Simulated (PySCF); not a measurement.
Gas-phase reaction: 3 WOCl₄ + O₃ → 3 WO₂Cl₂ + 3 Cl₂

Method: PySCF energies (xtb for GFN2) plus ideal-gas RRHO corrections (1 bar). † marks an energy on the PBE0/def2-TZVP geometry and frequencies; other levels use their own. CCSD(T) freezes the core. All species are closed-shell singlets. W: scalar-relativistic def2 core potential, no spin-orbit coupling. CCSD(T) isn't extrapolated to the basis-set limit. The harmonic model lacks anharmonicity and excited electronic states, which grow with temperature; levels with a mode under 35 cm⁻¹ are left out. Strong static correlation: O₃. Soft modes under 120 cm⁻¹ make the harmonic entropy rough for WOCl₄, WO₂Cl₂. Warning, large T1 diagnostic: O₃, WO₂Cl₂, WOCl₄ (CCSD(T)/def2-SVP†).

| level | ΔE electronic, kJ | ΔH°(298 K), kJ | ΔS°(298 K), J/K | ΔG°(1000 K), kJ |
|---|---|---|---|---|
| CCSD(T)/def2-SVP† | -213 | -220 | 296 | -506 |
| GFN2-xTB | 241 | 233 | 274 | -30 |
| HF/def2-TZVP† | -403 | -410 | 296 | -696 |
| PBE/def2-SVP | -81 | -87 | 296 | -373 |
| PBE0/def2-QZVP† | -220 | -227 | 296 | -512 |
| PBE0/def2-TZVP | -211 | -218 | 296 | -504 |
| ωB97M-V/def2-TZVP† | -238 | -245 | 296 | -530 |
| ωB97X-V/def2-TZVP† | -241 | -248 | 296 | -533 |
ΔH° is lowest at HF/def2-TZVP† and highest at GFN2-xTB. No reference value is set beside these.
